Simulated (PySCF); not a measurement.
InSe⁺: energy against distance

Set-up: PySCF, scalar-relativistic core potentials, basis sets In def2-SVP with ECP28, Se def2-SVP. Energies in eV from In⁺ + Se in their ground configurations at the same level. State: ³Σ⁻ (triplet), unpaired electrons π ↑↑.

All columns are PBE0. A positive dipole points towards Se; it is taken about the centre of mass and depends on that origin.

| R (Å) | E (eV) | μ (D) | Mulliken charge on In (basis-dependent) | HOMO (eV) | LUMO (eV) | Mayer bond order | ⟨S²⟩ |
| --- | --- | --- | --- | --- | --- | --- | --- |
| 2.779 | -0.405 | -0.55 | 0.70 | -12.19 | -10.23 | 0.51 | 2.01 |
| 2.908 | -0.558 | -1.12 | 0.73 | -12.19 | -9.93 | 0.47 | 2.01 |
| 3.037 | -0.639 | -1.66 | 0.76 | -12.13 | -9.66 | 0.43 | 2.01 |
| 3.134 | -0.665 | -2.06 | 0.78 | -12.06 | -9.47 | 0.40 | 2.01 |
| 3.231 | -0.671 | -2.45 | 0.79 | -11.97 | -9.29 | 0.38 | 2.01 |
| 3.328 | -0.663 | -2.82 | 0.81 | -11.86 | -9.12 | 0.35 | 2.01 |
| 3.457 | -0.635 | -3.31 | 0.82 | -11.71 | -8.92 | 0.33 | 2.01 |
| 3.619 | -0.587 | -3.90 | 0.84 | -11.49 | -8.68 | 0.30 | 2.01 |
| 3.813 | -0.519 | -4.59 | 0.86 | -11.23 | -8.42 | 0.27 | 2.01 |
| 4.071 | -0.428 | -5.48 | 0.88 | -10.89 | -8.10 | 0.23 | 2.01 |

A fit through these points gives, at Re = 3.217 Å, μ = -2.39 D and dμ/dR = -3.94 D/Å; the reduced mass is 47.13 u.

Problem. How strong is the fundamental in the double-harmonic approximation, I = 42.26·(dμ/dR)²/μred km/mol?

Solution. I = 42.26·(-3.94)²/47.13 = 13.9 km/mol at PBE0.

These are scalar-relativistic numbers at best; spin–orbit coupling would shift them, the dissociation energy most. For an ion De counts to the pair picked by the measured ionisation energies or electron affinities, which need not be the lowest pair at this level. The state was picked by a PBE0 search and need not be the measured ground state.
